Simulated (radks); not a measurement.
Q: These are the eigenvalues of the occupied orbitals of an atom or ion with whole-number occupations (eV). Calculated with a radial shooting solver on a logarithmic mesh with Libxc functionals: scalar-relativistic Kohn-Sham, PW91, spin-polarised, spherical densities, finite nucleus; Fermi nuclear charge, rms radius of each element as measured or else 0.836 A^(1/3) + 0.57 fm.

orbital  eigenvalue
1s up     -31650.33
1s down   -31650.26
2s up     -4870.282
2s down   -4870.254
2p up     -4374.570
2p down   -4374.517
3s up     -984.7839
3s down   -984.7256
3p up     -823.6163
3p down   -823.5501
3d up     -579.7579
3d down   -579.6958
4s up     -183.8335
4s down   -183.6910
4p up     -133.8676
4p down   -133.7127
4d up      -61.1041
4d down    -60.8215
5s up      -33.5214
5s down    -31.8208
5p up      -23.1256

Which element is it, and in what charge state? The configuration may be excited. Open shells, if any, are filled with parallel spins first.

A: Z = 52, tellurium, charge +2: Te2+ in [Kr] 4d10 5s2 5p2. The list shows which subshells hold electrons but not how many an open one holds; the 1s level, -1163.1 hartree, gives Z - s = 48.2 by -(Z - s)^2/2, which with screening and relativity narrows Z to a few neighbours, and the depths of the outer levels then fix element, charge and occupations together.
